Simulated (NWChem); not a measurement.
System: C$_{3}$H$_{3}$ClF$_{2}$; SMILES FC(F)/C=C/Cl

NWChem input:

```
start job
memory heap 200 mb stack 900 mb global 1100 mb
geometry units angstroms noautosym nocenter noautoz
  F     -0.960447     2.292885    -0.313425
  C     -0.063513     1.558706     0.385401
  F      1.152203     1.739094    -0.175206
  C     -0.461609     0.118731     0.367448
  C      0.359480    -0.836883    -0.061519
  Cl    -0.058578    -2.502010    -0.090022
  H     -0.027667     1.968396     1.412158
  H     -1.465802    -0.111871     0.733321
  H      1.366056    -0.621892    -0.427332
end
basis spherical
  F library 6-31g*
  C library 6-31g*
  Cl library 6-31g*
  H library 6-31g*
end
dft
  xc hfexch
  iterations 150
end
property
  shielding
end
task dft property
```

Excerpt of the output:

```
             Northwest Computational Chemistry Package (NWChem) 7.3.0
             --------------------------------------------------------

                             Geometry "geometry" -> ""
                             -------------------------

 Output coordinates in angstroms (scale by  1.889725989 to convert to a.u.)

  No.       Tag          Charge          X              Y              Z
 ---- ---------------- ---------- -------------- -------------- --------------
    1 F                    9.0000    -0.96044700     2.29288500    -0.31342500
    2 C                    6.0000    -0.06351300     1.55870600     0.38540100
    3 F                    9.0000     1.15220300     1.73909400    -0.17520600
    4 C                    6.0000    -0.46160900     0.11873100     0.36744800
    5 C                    6.0000     0.35948000    -0.83688300    -0.06151900
    6 Cl                  17.0000    -0.05857800    -2.50201000    -0.09002200
    7 H                    1.0000    -0.02766700     1.96839600     1.41215800
    8 H                    1.0000    -1.46580200    -0.11187100     0.73332100
    9 H                    1.0000     1.36605600    -0.62189200    -0.42733200

 Effective nuclear repulsion energy (a.u.)     276.9636505503

  xc_inp: hfexch multiplicative factor not found.
                              NWChem Property Module
                              ----------------------

  itol2e modified to match energy
  convergence criterion.

                                 NWChem DFT Module
                                 -----------------

 Summary of "ao basis" -> "ao basis" (spherical)
 ------------------------------------------------------------------------------
       Tag                 Description            Shells   Functions and Types
 ---------------- ------------------------------  ------  ---------------------
 F                           6-31g*                  6       14   3s2p1d
 C                           6-31g*                  6       14   3s2p1d
 Cl                          6-31g*                  8       18   4s3p1d
 H                           6-31g*                  2        2   2s

  itol2e modified to match energy
  convergence criterion.

            General Information
            -------------------
          SCF calculation type: DFT
          Wavefunction type:  closed shell.
          No. of atoms     :     9
          No. of electrons :    56
           Alpha electrons :    28
            Beta electrons :    28
          Charge           :     0
          Spin multiplicity:     1
          Use of symmetry is: off; symmetry adaption is: off
          Maximum number of iterations: 150
          AO basis - number of functions:    94
                     number of shells:    44
          Convergence on energy requested:  1.00D-07
          Convergence on density requested:  1.00D-05
          Convergence on gradient requested:  5.00D-04

              XC Information
              --------------
                     Hartree-Fock (Exact) Exchange  1.000

      Superposition of Atomic Density Guess
      -------------------------------------

 Sum of atomic energies:        -772.67070683

      Non-variational initial energy
      ------------------------------

 Total energy =    -775.051643
 1-e energy   =   -1618.131662
 2-e energy   =     566.116368
 HOMO         =      -0.276006
 LUMO         =       0.034574

   convergence    iter        energy       DeltaE   RMS-Dens  Diis-err
 ---------------- ----- ----------------- --------- --------- ---------
 d= 0,ls=0.0,diis     1   -773.5626429753 -1.05D+03  8.03D-03  8.67D-01
 d= 0,ls=0.0,diis     2   -773.6515426025 -8.89D-02  2.88D-03  2.38D-01
 d= 0,ls=0.0,diis     3   -773.6736429934 -2.21D-02  1.03D-03  7.46D-03
 d= 0,ls=0.0,diis     4   -773.6749880095 -1.35D-03  3.17D-04  5.84D-04
 d= 0,ls=0.0,diis     5   -773.6751005579 -1.13D-04  1.25D-04  4.78D-05
  Resetting Diis
 d= 0,ls=0.0,diis     6   -773.6751138305 -1.33D-05  4.11D-05  5.54D-06
 d= 0,ls=0.0,diis     7   -773.6751156658 -1.84D-06  1.16D-05  1.02D-06
 d= 0,ls=0.0,diis     8   -773.6751158455 -1.80D-07  4.94D-06  1.95D-07
 d= 0,ls=0.0,diis     9   -773.6751158955 -5.01D-08  5.40D-06  7.37D-08

         Total DFT energy =     -773.675115895520
      One electron energy =    -1619.694594601463
           Coulomb energy =      633.442023410484
    Exchange-Corr. energy =      -64.386195254811
 Nuclear repulsion energy =      276.963650550270

 Numeric. integr. density =        0.000000000000

                       DFT Final Molecular Orbital Analysis
                       ------------------------------------

 Vector   26  Occ=2.000000D+00  E=-5.208762D-01
              MO Center= -5.9D-02, -5.8D-01,  1.1D-01, r^2= 4.7D+00
   Bfn.  Coefficient  Atom+Function         Bfn.  Coefficient  Atom+Function
  ----- ------------  ---------------      ----- ------------  ---------------
    79      0.386239  6 Cl pz                77      0.237158  6 Cl px
    18     -0.201760  2 C  py                83      0.194875  6 Cl pz
    46      0.166486  4 C  py                61      0.157473  5 C  pz
    75     -0.149559  6 Cl pz                89     -0.146503  7 H  s
    90     -0.145843  7 H  s                 19     -0.138365  2 C  pz

 Vector   27  Occ=2.000000D+00  E=-4.642348D-01
              MO Center= -7.7D-05, -2.2D+00, -8.2D-02, r^2= 1.9D+00
   Bfn.  Coefficient  Atom+Function         Bfn.  Coefficient  Atom+Function
  ----- ------------  ---------------      ----- ------------  ---------------
    77      0.631420  6 Cl px                81      0.355030  6 Cl px
    79     -0.270849  6 Cl pz                73     -0.242244  6 Cl px
    83     -0.152995  6 Cl pz                78     -0.134382  6 Cl py
    59     -0.129082  5 C  px                46     -0.113427  4 C  py
    94     -0.111639  9 H  s                 93     -0.106510  9 H  s

 Vector   28  Occ=2.000000D+00  E=-3.838113D-01
              MO Center= -1.1D-01, -8.5D-01,  1.2D-01, r^2= 2.7D+00
   Bfn.  Coefficient  Atom+Function         Bfn.  Coefficient  Atom+Function
  ----- ------------  ---------------      ----- ------------  ---------------
    79      0.384235  6 Cl pz                47     -0.329526  4 C  pz
    61     -0.281989  5 C  pz                51     -0.272398  4 C  pz
    83      0.253288  6 Cl pz                65     -0.226757  5 C  pz
    77      0.152972  6 Cl px                75     -0.145945  6 Cl pz
    45     -0.128872  4 C  px                59     -0.113130  5 C  px

 Vector   29  Occ=0.000000D+00  E= 1.324735D-01
              MO Center= -4.9D-02, -3.0D-01,  1.5D-01, r^2= 2.7D+00
   Bfn.  Coefficient  Atom+Function         Bfn.  Coefficient  Atom+Function
  ----- ------------  ---------------      ----- ------------  ---------------
    65     -0.670758  5 C  pz                51      0.617236  4 C  pz
    61     -0.354746  5 C  pz                47      0.312801  4 C  pz
    63     -0.243476  5 C  px                90     -0.215691  7 H  s
    83      0.199239  6 Cl pz                49      0.178751  4 C  px
    22     -0.162542  2 C  py                 6      0.143556  1 F  s

 Vector   30  Occ=0.000000D+00  E= 1.983889D-01
              MO Center= -1.0D-01, -1.5D+00,  7.9D-02, r^2= 4.2D+00
   Bfn.  Coefficient  Atom+Function         Bfn.  Coefficient  Atom+Function
  ----- ------------  ---------------      ----- ------------  ---------------
    62      1.322376  5 C  s                 82     -1.033306  6 Cl py
    80     -0.838016  6 Cl s                 64     -0.749497  5 C  py
    92     -0.643001  8 H  s                 20      0.334992  2 C  s
    90     -0.325278  7 H  s                 49     -0.312706  4 C  px
    60     -0.307331  5 C  py                78     -0.304470  6 Cl py

[...]

          -----------------------------------------
          Chemical Shielding Tensors (GIAO, in ppm)
          -----------------------------------------

                                NWChem CPHF Module
                                ------------------

  scftype          =     RHF
  nclosed          =       28
  nopen            =        0
  variables        =     1848
  # of vectors     =        3
  tolerance        = 0.10D-03
  level shift      = 0.00D+00
  max iterations   =       50
  max subspace     =       30

 SCF residual:    5.7536331495244164E-005

Iterative solution of linear equations
  No. of variables     1848
  No. of equations        3
  Maximum subspace       30
        Iterations       50
       Convergence  1.0D-04

   iter   nsub   residual    time
   ----  ------  --------  ---------
     1      3    9.14D-01      42.4
     2      6    1.23D-01      45.0
     3      9    2.78D-02      47.8
     4     12    7.13D-03      50.5
     5     15    1.51D-03      53.1
     6     18    3.10D-04      55.8
     7     21    3.01D-05      58.5

      Atom:    1  F
        Diamagnetic
    479.2139     -9.5192      7.8755
     -9.5192    475.0476     -7.5861
      7.8755     -7.5861    470.7791

        Paramagnetic
    -73.0745     -1.2105    -41.5608
     -1.2105   -155.3055    -50.8735
    -41.5608    -50.8735   -119.7149

        Total Shielding Tensor
    406.1394    -10.7297    -33.6852
    -10.7297    319.7421    -58.4596
    -33.6852    -58.4596    351.0642

           isotropic =     358.9819
          anisotropy =      99.7927

          Principal Components and Axis System
                 1           2           3
              425.5104    382.8225    268.6128

      1         0.8157      0.5386      0.2110
      2         0.2142     -0.6202      0.7546
      3        -0.5373      0.5704      0.6213

      Atom:    2  C
        Diamagnetic
    240.7896     -0.3379      0.0737
     -0.3379    242.1291     -2.4739
      0.0737     -2.4739    226.2128

        Paramagnetic
   -124.8232     -3.4316      2.1796
     -3.4316   -142.3539      0.0125
      2.1796      0.0125   -136.1874

        Total Shielding Tensor
    115.9663     -3.7695      2.2534
     -3.7695     99.7752     -2.4614
      2.2534     -2.4614     90.0254

           isotropic =     101.9223
          anisotropy =      22.7348

          Principal Components and Axis System
                 1           2           3
              117.0789     99.3184     89.3697

      1         0.9690      0.2415     -0.0527
      2        -0.2255      0.9510      0.2118
      3         0.1012     -0.1933      0.9759

      Atom:    3  F
        Diamagnetic
    487.8748      3.0982     -8.3369
      3.0982    470.3059     -2.4586
     -8.3369     -2.4586    468.8199

        Paramagnetic
    -81.5702    -27.3194     19.7071
    -27.3194   -129.9639    -62.7981
     19.7071    -62.7981    -91.1457

        Total Shielding Tensor
    406.3046    -24.2212     11.3703
    -24.2212    340.3420    -65.2566
     11.3703    -65.2566    377.6742

           isotropic =     374.7736
          anisotropy =     101.9027

          Principal Components and Axis System
                 1           2           3
              442.7087    391.8655    289.7466

      1         0.5554      0.8242      0.1104
      2        -0.5365      0.2537      0.8049
      3         0.6354     -0.5062      0.5831

      Atom:    4  C
        Diamagnetic
    255.7328     -2.3593     -5.8504
     -2.3593    274.4825      3.2245
     -5.8504      3.2245    243.3863

        Paramagnetic
   -214.1215    -68.5285     43.1468
    -68.5285   -233.1142     10.4394
     43.1468     10.4394   -103.4168

        Total Shielding Tensor
     41.6112    -70.8877     37.2964
    -70.8877     41.3683     13.6639
     37.2964     13.6639    139.9695

           isotropic =      74.3163
          anisotropy =     119.2481

          Principal Components and Axis System
                 1           2           3
              153.8151    105.9500    -36.8160

      1         0.3875      0.5906      0.7078
      2        -0.1335     -0.7238      0.6770
      3         0.9122     -0.3568     -0.2017

      Atom:    5  C
        Diamagnetic
    254.2119     -0.8406     -4.6493
     -0.8406    277.6369      3.7658
     -4.6493      3.7658    244.3828

        Paramagnetic
   -214.4960    -66.7177     40.5212
    -66.7177   -253.7562      6.8459
     40.5212      6.8459    -99.0518

        Total Shielding Tensor
     39.7159    -67.5582     35.8719
    -67.5582     23.8807     10.6117
     35.8719     10.6117    145.3310

           isotropic =      69.6425
          anisotropy =     131.5272

          Principal Components and Axis System
                 1           2           3
              157.3273     93.3004    -41.7002

      1         0.3417      0.6564      0.6725
      2        -0.0987     -0.6866      0.7203
      3         0.9346     -0.3125     -0.1699

      Atom:    6  Cl
        Diamagnetic
   1140.4609      2.9366      0.2952
      2.9366   1155.6160      0.4005
      0.2952      0.4005   1140.2770

        Paramagnetic
   -411.3382     92.9505     49.4587
     92.9505   -139.0626    -16.5853
     49.4587    -16.5853   -318.2784

        Total Shielding Tensor
    729.1227     95.8871     49.7539
     95.8871   1016.5534    -16.1848
     49.7539    -16.1848    821.9986

           isotropic =     855.8916
          anisotropy =     284.5781

          Principal Components and Axis System
                 1           2           3
             1045.6103    841.3597    680.7048

      1         0.2892      0.3337      0.8972
      2         0.9572     -0.0960     -0.2729
      3        -0.0049      0.9378     -0.3472

      Atom:    7  H
        Diamagnetic
     20.8471     -0.0882      0.4201
     -0.0882     24.1387      6.2852
      0.4201      6.2852     35.4641

        Paramagnetic
      4.0712     -0.4333     -0.6055
     -0.4333      1.0215     -4.0019
     -0.6055     -4.0019     -5.8316

        Total Shielding Tensor
     24.9184     -0.5215     -0.1854
     -0.5215     25.1601      2.2833
     -0.1854      2.2833     29.6325

           isotropic =      26.5703
          anisotropy =       6.0697

          Principal Components and Axis System
                 1           2           3
               30.6168     25.0827     24.0115

      1        -0.0656      0.9056      0.4191
      2         0.3905     -0.3632      0.8459
      3         0.9183      0.2192     -0.3298

      Atom:    8  H
        Diamagnetic
     37.0037      2.4840     -7.0373
      2.4840     27.8185     -1.0084
     -7.0373     -1.0084     21.9383

        Paramagnetic
    -10.9243     -5.0897      5.8071
     -5.0897      0.8301      1.8790
      5.8071      1.8790      3.2373

        Total Shielding Tensor
     26.0794     -2.6057     -1.2302
     -2.6057     28.6486      0.8706
     -1.2302      0.8706     25.1756

           isotropic =      26.6345
          anisotropy =       5.9883

          Principal Components and Axis System
                 1           2           3
               30.6267     25.2338     24.0430

      1        -0.5314     -0.3860      0.7541
      2         0.8096     -0.4933      0.3180
      3         0.2492      0.7795      0.5746

      Atom:    9  H
        Diamagnetic
     37.0966      3.1687     -6.3746
      3.1687     29.5219     -0.5552
     -6.3746     -0.5552     21.4844

        Paramagnetic
    -11.5265     -3.2874      4.7356
     -3.2874      0.7741      1.1816
      4.7356      1.1816      0.2303

        Total Shielding Tensor
     25.5700     -0.1187     -1.6390
     -0.1187     30.2960      0.6264
     -1.6390      0.6264     21.7147

           isotropic =      25.8602
          anisotropy =       6.7406

          Principal Components and Axis System
                 1           2           3
               30.3540     26.1472     21.0796

      1        -0.0528      0.9386      0.3409
      2         0.9952      0.0776     -0.0594
      3         0.0822     -0.3361      0.9382
```

Level: Hartree-Fock/6-31G* (spherical d), GIAO. Coordinates come from a PBE0/def2-SVP optimisation. The printed shielding anisotropy is the first printed principal value minus the mean of the other two.
